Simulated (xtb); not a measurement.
singlet silylene (H$_{2}$Si), singlet, from a rough starting geometry; xtb with GFN2-xTB.

Here is a job for xtb.
```
$ xtb mol.xyz --gfn 2 --opt vtight --json

# file mol.xyz
3

Si    -0.07454825     0.02880819     0.73245784
H     -0.01660696     1.08623396    -0.29176975
H     -0.01786067    -1.03473079    -0.35579534
```

Output, abridged:

```
   ID    Z sym.   atoms
    1   14 Si     1
    2    1 H      2, 3

           -------------------------------------------------
          |                Calculation Setup                |
           -------------------------------------------------

           -------------------------------------------------
          |                 G F N 2 - x T B                 |
           -------------------------------------------------

          ...................................................
          :                      SETUP                      :
          :.................................................:
          :  # basis functions                  12          :
          :  # atomic orbitals                  11          :
          :  # shells                            5          :
          :  # electrons                         6          :
          :  max. iterations                   250          :
          :  Hamiltonian                  GFN2-xTB          :
          :  restarted?                      false          :
          :  GBSA solvation                  false          :
          :  PC potential                    false          :
          :  electronic temp.          300.0000000     K    :
          :  accuracy                    1.0000000          :
          :  -> integral cutoff          0.2500000E+02      :
          :  -> integral neglect         0.1000000E-07      :
          :  -> SCF convergence          0.1000000E-05 Eh   :
          :  -> wf. convergence          0.1000000E-03 e    :
          :  Broyden damping             0.4000000          :
          :  net charge                          0          :
          :  unpaired electrons                  0          :
          ...................................................

 iter      E             dE          RMSdq      gap      omega  full diag
   1     -2.6737001 -0.267370E+01  0.199E+01    1.77       0.0  T
   2     -2.6805738 -0.687370E-02  0.135E+01    1.93       1.0  T
   3     -2.6796263  0.947570E-03  0.216E+00    2.13       1.0  T
   4     -2.6821361 -0.250980E-02  0.107E+00    2.35       1.0  T
   5     -2.6826285 -0.492397E-03  0.328E-01    2.27       1.0  T
   6     -2.6826605 -0.320772E-04  0.133E-01    2.30       1.0  T
   7     -2.6826654 -0.488286E-05  0.389E-02    2.29       1.5  T
   8     -2.6826660 -0.589646E-06  0.311E-03    2.29      18.6  T
   9     -2.6826660 -0.337036E-08  0.116E-03    2.29      49.8  T
  10     -2.6826660 -0.813292E-10  0.568E-04    2.29     101.7  T
  11     -2.6826660 -0.108682E-09  0.448E-05    2.29    1288.4  T

   *** convergence criteria satisfied after 11 iterations ***

         :::::::::::::::::::::::::::::::::::::::::::::::::::::
         ::                     SUMMARY                     ::
         :::::::::::::::::::::::::::::::::::::::::::::::::::::
         :: total energy              -2.668489421842 Eh    ::
         :: gradient norm              0.018279926308 Eh/a0 ::
         :: HOMO-LUMO gap              2.287047472743 eV    ::
         ::.................................................::
         :: SCC energy                -2.682666006281 Eh    ::
         :: -> isotropic ES            0.001037682989 Eh    ::
         :: -> anisotropic ES          0.000493609747 Eh    ::
         :: -> anisotropic XC         -0.010570964512 Eh    ::
         :: -> dispersion             -0.000827604202 Eh    ::
         :: repulsion energy           0.014176584439 Eh    ::
         :: add. restraining           0.000000000000 Eh    ::
         :: total charge               0.000000000000 e     ::
         :::::::::::::::::::::::::::::::::::::::::::::::::::::

      -----------------------------------------------------------
     |                   =====================                   |
     |                        A N C O P T                        |
     |                   =====================                   |
     |               Approximate Normal Coordinate               |
     |                Rational Function Optimizer                |
      -----------------------------------------------------------
      -----------------------------------------------------------
     |                   =====================                   |
     |                        A N C O P T                        |
     |                   =====================                   |
     |               Approximate Normal Coordinate               |
     |                Rational Function Optimizer                |
      -----------------------------------------------------------

          ...................................................
          :                      SETUP                      :
          :.................................................:
          :   optimization level         verytight          :
          :   max. optcycles                   200          :
          :   ANC micro-cycles                  20          :
          :   degrees of freedom                 3          :
          :.................................................:
          :   RF solver                   davidson          :
          :   write xtbopt.log                true          :
          :   linear?                        false          :
          :   energy convergence         0.1000000E-06 Eh   :
          :   grad. convergence          0.2000000E-03 Eh/α :
          :   maxmium RF displ.          1.0000000          :
          :   Hlow (freq-cutoff)         0.1000000E-01      :
          :   Hmax (freq-cutoff)         5.0000000          :
          :   S6 in model hess.         20.0000000          :
          ...................................................

generating ANC from exact Hessian ...
Using Lindh-Hessian (1995)
 Shifting diagonal of input Hessian by    0.0000000000000000
 Lowest  eigenvalues of input Hessian
    0.000000    0.000000    0.000000    0.000000    0.000000    0.000000
[...]
 * total energy  :    -2.6684894 Eh     change       -0.1095124E-11 Eh
 * total energy  :    -2.6670182 Eh     change        0.1471267E-02 Eh
 * total energy  :    -2.6697339 Eh     change       -0.2715772E-02 Eh
 * total energy  :    -2.6698010 Eh     change       -0.6703814E-04 Eh
 * total energy  :    -2.6698014 Eh     change       -0.4012141E-06 Eh
 * total energy  :    -2.6698015 Eh     change       -0.1226923E-06 Eh
 * total energy  :    -2.6698015 Eh     change       -0.5036993E-10 Eh
   *** GEOMETRY OPTIMIZATION CONVERGED AFTER 7 ITERATIONS ***
[...]
           -------------------------------------------------

          ...................................................
          :                      SETUP                      :
          :.................................................:
          :  # basis functions                  12          :
          :  # atomic orbitals                  11          :
          :  # shells                            5          :
          :  # electrons                         6          :
          :  max. iterations                   250          :
          :  Hamiltonian                  GFN2-xTB          :
          :  restarted?                      false          :
          :  GBSA solvation                  false          :
          :  PC potential                    false          :
          :  electronic temp.          300.0000000     K    :
          :  accuracy                    1.0000000          :
          :  -> integral cutoff          0.2500000E+02      :
          :  -> integral neglect         0.1000000E-07      :
          :  -> SCF convergence          0.1000000E-05 Eh   :
          :  -> wf. convergence          0.1000000E-03 e    :
          :  Broyden damping             0.4000000          :
          :  net charge                          0          :
          :  unpaired electrons                  0          :
          ...................................................

 iter      E             dE          RMSdq      gap      omega  full diag
   1     -2.6852495 -0.268525E+01  0.116E-05    2.17       0.0  T
   2     -2.6852495 -0.310862E-14  0.758E-06    2.17    7613.3  T
   3     -2.6852495 -0.355271E-14  0.159E-06    2.17   36388.4  T

   *** convergence criteria satisfied after 3 iterations ***

         :::::::::::::::::::::::::::::::::::::::::::::::::::::
         ::                     SUMMARY                     ::
         :::::::::::::::::::::::::::::::::::::::::::::::::::::
         :: total energy              -2.669801489510 Eh    ::
         :: gradient norm              0.000002863750 Eh/a0 ::
         :: HOMO-LUMO gap              2.166237500578 eV    ::
         ::.................................................::
         :: SCC energy                -2.685249452355 Eh    ::
         :: -> isotropic ES            0.000930479733 Eh    ::
         :: -> anisotropic ES         -0.000175150863 Eh    ::
         :: -> anisotropic XC         -0.010238150929 Eh    ::
         :: -> dispersion             -0.000812734155 Eh    ::
         :: repulsion energy           0.015447962844 Eh    ::
         :: add. restraining           0.000000000000 Eh    ::
         :: total charge               0.000000000000 e     ::
         :::::::::::::::::::::::::::::::::::::::::::::::::::::

           -------------------------------------------------
          |                Property Printout                |
           -------------------------------------------------

    * Orbital Energies and Occupations

         #    Occupation            Energy/Eh            Energy/eV
      -------------------------------------------------------------
         1        2.0000           -0.6234489             -16.9649
         2        2.0000           -0.3968202             -10.7980
         3        2.0000           -0.3128213              -8.5123 (HOMO)
         4                         -0.2332135              -6.3461 (LUMO)
         5                         -0.1709152              -4.6508
         6                         -0.0856696              -2.3312
         7                         -0.0734791              -1.9995
         8                         -0.0555657              -1.5120
         9                         -0.0399437              -1.0869
        10                          0.5192986              14.1308
        11                          0.6986888              19.0123
      -------------------------------------------------------------
                  HL-Gap            0.0796078 Eh            2.1662 eV
             Fermi-level           -0.2730174 Eh           -7.4292 eV

     #   Z          covCN         q      C6AA      α(0)
     1  14 Si       1.823     0.267   190.523    29.333
     2   1 H        0.912    -0.134     6.907     4.111
     3   1 H        0.912    -0.134     6.907     4.111

 Mol. C6AA /au·bohr⁶  :        357.411513
 Mol. C8AA /au·bohr⁸  :      18056.362352
 Mol. α(0) /au        :         37.555165

Wiberg/Mayer (AO) data.
largest (>0.10) Wiberg bond orders for each atom

 ---------------------------------------------------------------------------
     #   Z sym  total        # sym  WBO       # sym  WBO       # sym  WBO
 ---------------------------------------------------------------------------
     1  14 Si   1.904 --     2 H    0.952     3 H    0.952
     2   1 H    0.982 --     1 Si   0.952
     3   1 H    0.982 --     1 Si   0.952
 ---------------------------------------------------------------------------

Topologies differ in total number of bonds
Writing topology from bond orders to xtbtopo.mol

molecular dipole:
                 x           y           z       tot (Debye)
 q only:       -0.027      -0.011       0.496
   full:        0.009       0.004      -0.161       0.409
molecular quadrupole (traceless):
                xx          xy          yy          xz          yz          zz
 q only:        0.416      -0.002      -1.363      -0.078      -0.014       0.948
  q+dip:        0.303      -0.001      -0.082       0.044      -0.009      -0.221
   full:        3.218      -0.011      -0.194       0.356       0.051      -3.024

optimized geometry written to: xtbopt.xyz

           -------------------------------------------------
          | TOTAL ENERGY               -2.669801489510 Eh   |
          | GRADIENT NORM               0.000002863750 Eh/α |
          | HOMO-LUMO GAP               2.166237500578 eV   |
           -------------------------------------------------
```
